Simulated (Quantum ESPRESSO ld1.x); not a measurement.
All-electron atom: the potassium ion K4+ in [Ne] 3s2 3p3. Method: Dirac Kohn-Sham, HCTH/120, spin-unpolarised, spherical densities, point nucleus; open shells are shared between the two j in proportion to 2j + 1; computed with ld1.x of Quantum ESPRESSO 7.5. Some entries of the table are withheld. Estimate them.

orbital  occ.  eigenvalue (hartree)  r(max) (bohr)
1s1/2       2              -131.810          0.053
2s1/2       2              -15.3953          0.318
2p1/2       2              -12.7940          0.261
2p3/2       4              -12.6867          0.263
3s1/2       2                   (1)           1.03
3p1/2       1              -2.64999           1.07
3p3/2       2              -2.63683           1.08
3d3/2       0              -1.66691           1.11
3d5/2       0              -1.66575           1.11
4s1/2       0              -1.20879            (2)

Answer. 
(1) 3s1/2 eigenvalue (hartree): -3.30766
(2) 4s1/2 r(max) (bohr): 2.55
